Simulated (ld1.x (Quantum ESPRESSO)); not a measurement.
Configuration tests for Hf (TM)

hafnium (Hf), norm-conserving Troullier–Martins (Kleinman–Bylander form), made with ld1.x (Quantum ESPRESSO) 7.5 (LDA (PZ), scalar-relativistic). Core [Xe] 4f14, reference 5d2 6s1 6p1. Waves: 6s (bound): rc 2.65 bohr; 6p (bound): rc 3.05 bohr; 5d (bound): rc 1.75 bohr. Local part: the d channel. Core correction: none.

Energies are relative to the spin-unpolarised reference configuration 5d2 6s1 6p1; without spin polarisation the order of configurations can differ from experiment. Spin-polarised rows fill each open shell by Hund’s rule, majority spin first. The frozen-core shift is the all-electron ΔE with the core orbitals held at their reference shape minus the fully relaxed ΔE.

```json
{"valence configuration": "5d2 6s2 6p0", "charge": "0", "ΔE all-electron (eV)": "-3.913", "error AE − PS (meV)": "+7.7", "frozen-core shift (meV)": "+0.3"}
{"valence configuration": "5d2 6s1 6p0", "charge": "+1", "ΔE all-electron (eV)": "4.285", "error AE − PS (meV)": "+0.6", "frozen-core shift (meV)": "+1.9"}
{"valence configuration": "5d2 6s0 6p0", "charge": "+2", "ΔE all-electron (eV)": "18.788", "error AE − PS (meV)": "+60", "frozen-core shift (meV)": "+19"}
{"valence configuration": "5d2.5 6s1.5 6p0", "charge": "0", "ΔE all-electron (eV)": "-2.665", "error AE − PS (meV)": "+0.2", "frozen-core shift (meV)": "+12"}
{"valence configuration": "5d1 6s0 6p0", "charge": "+3", "ΔE all-electron (eV)": "40.890", "error AE − PS (meV)": "+288", "frozen-core shift (meV)": "+304"}
{"valence configuration": "5d2 6s1 6p1 (spin-polarised)", "charge": "0", "ΔE all-electron (eV)": "-1.504", "error AE − PS (meV)": "+1094", "frozen-core shift (meV)": "+19"}
{"valence configuration": "5d2 6s2 6p0 (spin-polarised)", "charge": "0", "ΔE all-electron (eV)": "-4.354", "error AE − PS (meV)": "+637", "frozen-core shift (meV)": "+9.0"}
```

Problem. What are ΔE and the potential's error for 5d2 6s1.5 6p0?

Solution. ΔE = -0.564 eV all-electron; the error (AE − PS) is +0.6 meV.

Problem. What are ΔE and the potential's error for 5d3 6s0 6p0?

Solution. ΔE = 6.319 eV all-electron; the error (AE − PS) is +13 meV.

Levels in the configuration 5d2 6s2 6p0:

```
level  all-electron (eV)  pseudo (eV)
   5d             -2.873       -2.869
   6s             -5.269       -5.285
```

These tests converged, but a pseudo level misses the all-electron one widely, so the file describes the atom poorly there or has found another state: 5d2 6s0 6p0: empty 6p by 2.9 eV.

Note: ghost states, extra bound levels that the all-electron valence spectrum of the same l lacks: s at -37.8 eV, p at -5.4 eV. A true bound ghost makes a file unfit for plane-wave use.
